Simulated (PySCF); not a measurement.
Planning a geometry optimisation on `[Br][AlH-]1[F+][AlH2-][F+]1`.

Method: PBE0-D3(BJ)/def2-SVP geometry optimisation, gas phase (PySCF 2.14.0). Work: geometry optimisation from a GFN2-xTB start shaken at random, density fitting. The command runs a driver script over a list of jobs; the input below is this job's line of settings and its coordinates in Å.

Command:
```bash
OMP_NUM_THREADS=1 python probes_run.py task.json out
```

Input:
```
{"job": {"xc": "PBE0", "basis": "def2-SVP", "d3": "d3bj", "grid": 1, "shake": 0.01, "kind": "geom"}, "charge": 0, "multiplicity": 1}
Br     3.105880     1.059930     0.283900
Al     0.893370     0.950360    -0.138050
F     -0.199800     0.217780     1.138340
Al    -1.021710    -1.012010     0.112850
F      0.279050    -0.523450    -1.040600
H      0.066940     2.092760    -0.694560
H     -0.715740    -2.402660     0.663030
H     -2.352850    -0.401850    -0.377370
```

Hardware: an Arm Neoverse V1 with one thread, shared host. PySCF's memory limit was set to 1760 MB.

**Question.** How large is the basis?

**Answer.** 111 functions.

**Question.** Estimate the wall time.

**Answer.** About 61 s. The run took 11 energy-and-gradient evaluations and 63 SCF cycles, 5.5 s an evaluation on average.

**Question.** How much memory does it need at the peak?

**Answer.** About 0.47 GiB. Peak memory is the resident size of the whole Python process, interpreter and libraries included.

**Question.** At this speed, how long would 100 such jobs take on 32 cores, one job a core?

**Answer.** 100/32 gives 4 rounds of 61 s, about 4.1 min of wall time and 1.7 core-hours, if the jobs don't slow each other.

The output:
```
step   0  E = -3259.41840351  max force = 0.015003
step   1  E = -3259.42400467  max force = 0.003208
step   2  E = -3259.42433259  max force = 0.002589
step   3  E = -3259.42507388  max force = 0.003077
step   4  E = -3259.42527908  max force = 0.003034
step   5  E = -3259.42553352  max force = 0.002230
step   6  E = -3259.42552272  max force = 0.003578
step   7  E = -3259.42557516  max force = 0.002525
step   8  E = -3259.42562480  max force = 0.000710
step   9  E = -3259.42562410  max force = 0.000443
step  10  E = -3259.42563376  max force = 0.000101
optimisation converged
```

Energies in Eh; «max force» is the largest Cartesian gradient component in Eh/bohr.

Other jobs ran on the host; a repeat could differ by tens of per cent or more.

The run converged: final energy -3259.42563 Eh after 10 steps; dipole 1.28 D.
